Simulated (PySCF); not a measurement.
CHO, SMILES [C][OH+] (connectivity only; charge and spin as stated), charge +1, multiplicity 1.

Coordinates come from a PBE0-D3(BJ)/def2-TZVPD optimisation.

Lowest vertical singlet excitation by several levels in PySCF, with rough processor times relative to the cheapest run on one machine. Each run also gave further roots (ADC and EOM-CCSD ionised and attached states too); roots are paired by order and the bases differ. EOM-CCSD serves as a yardstick, not as the true value; all levels that ended soundly for this molecule are listed, with differences from unrounded values.

```csv
level,relative cost
TDDFT-PBE/def2-TZVPD,1
TDDFT-PBE0/def2-TZVPD,2
EOM-CCSD/aug-cc-pVDZ,3
TDDFT-ωB97X/def2-TZVPD,3
ADC(3)/aug-cc-pVDZ,10
```

Computed S1 at each level and its distance from EOM-CCSD:
```csv
level,S1 (eV),S1 minus EOM-CCSD (eV)
TDDFT-PBE/def2-TZVPD,8.21,-0.55
TDDFT-PBE0/def2-TZVPD,8.27,-0.48
EOM-CCSD/aug-cc-pVDZ,8.75,0.00
TDDFT-ωB97X/def2-TZVPD,8.33,-0.43
ADC(3)/aug-cc-pVDZ,8.33,-0.43
```

Problem. Which is the cheapest level here that lands within 0.3 eV of EOM-CCSD?

Solution. No cheaper level does; only EOM-CCSD itself.
